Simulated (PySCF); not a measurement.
## Computed data sheet: `C#CC#CC#CC(=O)O`

Species: C₇H₂O₂.
Structure used (PBE0-D3(BJ)/def2-SVP), in Å, numbered top down from 1:
```xyz
11
C7H2O2 angstrom
C      2.4258   -3.9712    1.2225
C      1.8150   -2.9675    0.8997
C      1.1318   -1.8462    0.5372
C      0.5158   -0.8376    0.2084
C     -0.1679    0.2780   -0.1585
C     -0.7902    1.2755   -0.4900
C     -1.4675    2.4662   -0.9598
O     -1.1551    3.0625   -1.9564
O     -2.4752    2.8181   -0.1594
H      2.9646   -4.8568    1.5074
H     -2.8686    3.6162   -0.5469
```

Some functional groups and rings: carboxylic acid and alkyne.

PBE0-D3(BJ)/def2-SVP geometry optimisation, gas phase (PySCF):

| Item | Value |
| --- | --- |
| Point group | Cs |
| Rotational constants A, B, C | 12.248, 0.456, 0.439 GHz |

CAM-B3LYP/def2-SVPD ground state and vertical TDDFT (core frozen in the response) (PySCF):

| Property | Result |
| --- | --- |
| Dipole moment | 2.26 D |
| HOMO energy | -8.72 eV |
| LUMO energy | -1.74 eV |
| HOMO–LUMO gap | 6.98 eV |
| Lowest singlet excitation | 3.33 eV (373 nm, f = 0.000) |
| Strongest line among the 6 lowest singlet transitions | S6 at 5.74 eV (216 nm, f = 0.334) |
| Static isotropic polarisability | 114.4 au |
| Electronic spatial extent ⟨r²⟩ about the centre of nuclear charge | 2254 bohr² |

Monoisotopic mass from the formula: 118.0055 u.

The polarisability is 16.95 Å³ as a volume (1 au = 0.148185 Å³), or 1.91 au for each of the 60 electrons. No computed singlet falls in the visible range (750 to 380 nm, 1.65 to 3.26 eV); S1 lies 0.07 eV above its blue end. The dipole equals about 7.5 × 10⁻³⁰ C·m (1 D = 3.33564 × 10⁻³⁰ C·m). With B = h/(8π²I), that is 505.379 GHz u Å² over I, the principal moments of inertia are 41.3, 1108.9 and 1150.1 u Å² (most abundant isotopes); the inertial defect Ic − Ia − Ib is -0.1 u Å² (zero for a rigid planar frame, negative otherwise).

One conformer stands for the species.
